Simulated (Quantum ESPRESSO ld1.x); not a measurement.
Species: Ni II. Configuration: [Ar] 3d8.5 4f0.5 (fractional occupations, a model configuration). Calculated with ld1.x of Quantum ESPRESSO 7.5: scalar-relativistic Kohn-Sham, LDA (Slater exchange, Perdew-Zunger correlation), spin-polarised, spherical densities, point nucleus; open shells are filled with parallel spins first.

Radial electron density D(r) = 4 pi r^2 rho(r):

```
   r/bohr * D(r) (the largest magnitude, 37.4, reaches the edge; | marks zero)
 0.006244 |       *
  0.00853 |            *
  0.01165 |                    *
  0.01592 |                             *
  0.02175 |                                       *
  0.02971 |                                               *
  0.04059 |                                                 *
  0.05545 |                                            *
  0.07576 |                                       *
   0.1035 |                                          *
   0.1414 |                                                    *
   0.1932 |                                                      *
   0.2639 |                                      *
   0.3605 |                        *
   0.4925 |                          *
   0.6729 |                             *
   0.9192 |                    *
    1.256 |        *
    1.716 |  *
    2.344 |*
    3.202 *
    4.375 *
    5.976 *
    8.165 *
    11.15 *
    15.24 *
    20.82 *
```

D(r) has 4 maxima, at r = 0.0378, 0.171, 0.626, 9.81 bohr, and minima at 0.0814, 0.397, 4.82 bohr, inside which lie 2.10, 10.80, 26.51 electrons.
